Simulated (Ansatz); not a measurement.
Consider the ligand exchange at the Si–N bond: `C=C[SiH2]N[SiH2]O` + `SS` → `O[SiH2]SS` + `C=C[SiH2]N`.

Computed with Ansatz on PBE0-D4/def2-TZVP structures; ΔE is electronic, products minus reactants. CBS: MP2 limit from def2 TZ/QZ plus the TZ coupled-cluster correction, frozen cores. This one scheme is used for every species. Functionals use def2-TZVPP. B3LYP here is the variant with VWN-RPA as its local correlation; programs differ in this. Each species was taken in one conformer, which may not be the lowest.

`C=C[SiH2]N[SiH2]O`:

```xyz
15

C     0.303    2.178   -1.043
C    -0.707    1.359   -0.754
Si   -0.882    0.524    0.903
N    -0.704   -1.192    0.787
Si    0.731   -2.042    0.357
O     1.694   -1.037   -0.516
H     0.404    2.663   -2.011
H     1.077    2.403   -0.313
H    -1.452    1.172   -1.527
H     0.161    1.114    1.785
H    -2.238    0.781    1.459
H    -1.542   -1.739    0.912
H     1.574   -2.436    1.511
H     0.317   -3.267   -0.382
H     1.264   -0.479   -1.168
```

`SS`:

```xyz
4

S     0.518    0.968   -0.249
S     0.300   -1.066   -0.200
H    -0.731    1.296   -0.635
H    -0.086   -1.197    1.084
```

`O[SiH2]SS`:

```xyz
8

O     1.336   -1.049    0.533
Si   -0.115   -0.379    0.883
S    -1.471   -0.402   -0.781
S    -0.241    0.697   -2.029
H     1.841   -0.624   -0.164
H     0.039    1.038    1.297
H    -0.731   -1.210    1.942
H    -0.657    1.930   -1.681
```

`C=C[SiH2]N`:

Z-matrix (Å, degrees):
```
Si
C 1 1.865
N 1 1.715 2 114.9
H 1 1.488 2 108.4 3 -120.8
H 1 1.488 2 108.4 3 120.8
C 2 1.330 1 123.1 3 0.1
H 2 1.091 1 118.8 3 -179.9
H 3 1.006 1 121.5 2 75.9
H 3 1.006 1 121.5 2 -76.3
H 6 1.087 2 122.6 1 180.0
H 6 1.087 2 121.2 1 -0.0
```

CCSD(T)/CBS gives +7.5 kJ/mol.

Problem. Another level gave +10.4 kJ/mol. Which?
A. PBE/def2-TZVPP
B. HF/def2-TZVPP
C. B3LYP/def2-TZVPP
D. CCSD(T)/def2-TZVPP

Solution. D. CCSD(T)/def2-TZVPP 10.4, PBE -5.6, B3LYP 4.7, HF/def2-TZVPP 15.2 kJ/mol.

Largest T1 diagnostic among the species: 0.012.

From PBE to PBE0 (25 % exact exchange), in def2-TZVPP and without D4, ΔE moves by +4.3 kJ/mol. In def2-TZVPP, CCSD(T) changes the Hartree–Fock value by −4.8 kJ/mol (the triples alone add −2.0 kJ/mol) and MP2 by −7.7 kJ/mol.
